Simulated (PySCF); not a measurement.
## Electron correlation in Br (bromine, neutral)

[Ar] 3d10 4s1 4p6, 2S determinant (an excited configuration). All numbers are calculated (PySCF 2.14, scalar relativity through the core potential, in aug-cc-pwCVTZ-PP with ECP10MDF (8s7p6d4f1g, 96 functions)). Frozen: 3s2 3p6 3d10; 7 electrons correlated.

```csv
level,correlation energy (mhartree)
CCSD,-292.32
(T),-50.84
CCSD(T),-343.16
```

Diagnostics: T1 = 0.026, D1 = 0.0491, largest double amplitude 0.276.

A double-excitation amplitude exceeds 0.15, a sign of near-degeneracy.

Cost of the coupled-cluster step: of the order of 50 core-seconds, for 7 correlated electrons.

Iterations:

```
CC2 = 0
CCSD nocc = (np.int64(4), np.int64(3)), nmo = (87, 87)
frozen orbitals [[0, 1, 2, 3, 4, 5, 6, 7, 8], [0, 1, 2, 3, 4, 5, 6, 7, 8]]
max_cycle = 100
direct = 0
conv_tol = 1e-08
conv_tol_normt = 1e-06
diis_space = 8
diis_start_cycle = 0
Init t2, MP2 energy = -0.216843858912578
Init E_corr(UCCSD) = -0.21684385891331
cycle = 1  E_corr(UCCSD) = -0.2445459104198  dE = -0.0277020515  norm(t1,t2) = 0.163959
cycle = 2  E_corr(UCCSD) = -0.261872984197652  dE = -0.0173270738  norm(t1,t2) = 0.120709
cycle = 3  E_corr(UCCSD) = -0.294143666214356  dE = -0.032270682  norm(t1,t2) = 0.0883884
cycle = 4  E_corr(UCCSD) = -0.285000921176115  dE = 0.00914274504  norm(t1,t2) = 0.0220961
cycle = 5  E_corr(UCCSD) = -0.287076835171739  dE = -0.002075914  norm(t1,t2) = 0.0254158
cycle = 6  E_corr(UCCSD) = -0.291621017327359  dE = -0.00454418216  norm(t1,t2) = 0.0196533
cycle = 7  E_corr(UCCSD) = -0.292225527764156  dE = -0.000604510437  norm(t1,t2) = 0.0089137
cycle = 8  E_corr(UCCSD) = -0.291971901510492  dE = 0.000253626254  norm(t1,t2) = 0.00356407
cycle = 9  E_corr(UCCSD) = -0.292288260336964  dE = -0.000316358826  norm(t1,t2) = 0.00124606
cycle = 10  E_corr(UCCSD) = -0.292318104961742  dE = -2.98446248e-05  norm(t1,t2) = 0.000232494
cycle = 11  E_corr(UCCSD) = -0.292320224223102  dE = -2.11926136e-06  norm(t1,t2) = 4.41452e-05
cycle = 12  E_corr(UCCSD) = -0.29232302581147  dE = -2.80158837e-06  norm(t1,t2) = 1.42477e-05
cycle = 13  E_corr(UCCSD) = -0.292322067519757  dE = 9.58291713e-07  norm(t1,t2) = 5.7497e-06
cycle = 14  E_corr(UCCSD) = -0.292322157686557  dE = -9.01668006e-08  norm(t1,t2) = 1.32484e-06
cycle = 15  E_corr(UCCSD) = -0.292322142322006  dE = 1.53645512e-08  norm(t1,t2) = 2.4505e-07
cycle = 16  E_corr(UCCSD) = -0.292322141015086  dE = 1.30691968e-09  norm(t1,t2) = 5.84616e-08
UCCSD converged
E(UCCSD) = -415.2284194886882  E_corr = -0.2923221410150864
UCCSD(T) correction = -0.0508419978344962
```
